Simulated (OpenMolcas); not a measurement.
**V2+, Nb2+, Ta2+: d³ down the group**

```json
{"Program": "OpenMolcas 26.06", "Method": "MS-RASPT2, IPEA 0.25 Eh, imaginary shift 0.1 Eh", "Basis": "ANO-RCC-VTZP", "Scalar Hamiltonian": "DKH2, point nucleus", "Spin-orbit coupling": "RASSI with atomic mean-field integrals over the reference wave functions, term energies averaged over their components"}
```

Active space for each ion: 3 electrons in 9 orbitals (RAS2 d s; RAS3 p, at most 2 electrons); closed shells correlated by CASPT2: V2+ 3s 3p; Nb2+ 4s 4p; Ta2+ 5s 5p.

Computed levels in cm-1 above ⁴F_3/2:

```json
{"Level": "⁴F_5/2", "V2+": "163", "Nb2+": "538", "Ta2+": "2810"}
{"Level": "⁴F_7/2", "V2+": "385", "Nb2+": "1226", "Ta2+": "5350"}
{"Level": "⁴F_9/2", "V2+": "663", "Nb2+": "2020", "Ta2+": "7400"}
{"Level": "⁴P_1/2", "V2+": "11780", "Nb2+": "8850", "Ta2+": "13820"}
{"Level": "⁴P_5/2", "V2+": "12040", "Nb2+": "9790", "Ta2+": "15200"}
{"Level": "²G_7/2", "V2+": "12200", "Nb2+": "9720", "Ta2+": "12390"}
{"Level": "²P_1/2", "V2+": "15620", "Nb2+": "10970", "Ta2+": "8270"}
{"Level": "²H_9/2", "V2+": "17310", "Nb2+": "13680", "Ta2+": "19610"}
{"Level": "²H_11/2", "V2+": "17490", "Nb2+": "14040", "Ta2+": "19530"}
{"Level": "weight of ⁴F in the lowest level (%)", "V2+": "100", "Nb2+": "99", "Ta2+": "83"}
```

Mixed levels, with the weight of the term that names them: Ta2+ ⁴P_5/2 (70 %), Ta2+ ²H_9/2 (58 %).

Measured, with the error of the calculation in %. Measured levels: V2+ from Sugar and Corliss, J. Phys. Chem. Ref. Data 7, 1191 (1978); Nb2+ from the list in Shadmi, J. Res. Natl. Bur. Stand. 70A, 435 (1966).

```json
{"Level": "⁴F_5/2", "V2+": "146 (+11.7)", "Nb2+": "516 (+4.3)"}
{"Level": "⁴F_7/2", "V2+": "342 (+12.8)", "Nb2+": "1177 (+4.2)"}
{"Level": "⁴F_9/2", "V2+": "584 (+13.6)", "Nb2+": "1939 (+4.0)"}
{"Level": "⁴P_1/2", "V2+": "11514 (+2.3)", "Nb2+": "8664 (+2.1)"}
{"Level": "⁴P_5/2", "V2+": "11770 (+2.3)", "Nb2+": "9594 (+2.1)"}
{"Level": "²G_7/2", "V2+": "11966 (+1.9)", "Nb2+": "9236 (+5.2)"}
{"Level": "²P_1/2", "V2+": "15580 (+0.3)", "Nb2+": ""}
{"Level": "²H_9/2", "V2+": "16811 (+2.9)", "Nb2+": "12916 (+5.9)"}
{"Level": "²H_11/2", "V2+": "16978 (+3.0)", "Nb2+": "13264 (+5.9)"}
```

The fine-structure level ⁴F_9/2 changes by a factor of 11.2 from V2+ to Ta2+.

Without spin-orbit coupling ⁴P lies 11560, 8320, 8610 cm-1 above ⁴F in that order; the difference to the level ⁴P_1/2, of either sign, comes from spin-orbit coupling, which also lowers the zero.

Term energies are means over components that CASPT2 splits; among the terms shown or strongly mixed into the levels shown the widest spread is 1000 cm-1 (3d³ ⁴F, V2+). Blocks of more than 70 roots (2S+1 = 2 odd) ran without multistate coupling. Terms from blocks run as CI alone lack orbitals of their own. The CASPT2 spread within a term exceeds the gap to the next term for 3d³ ⁴P and 3d³ ²G, so the order of their levels is uncertain (holds for V2+). Some high roots are left out of the spin-orbit mixing, which shifts the levels that they would mix with (holds for Ta2+). Computed and measured levels are paired by configuration, term and J; levels that our copy of the source lacks, or whose pairing is in doubt (as where it misses far off the trend of its configuration), stay unpaired and out of the deviations. Only configurations of the active space appear.
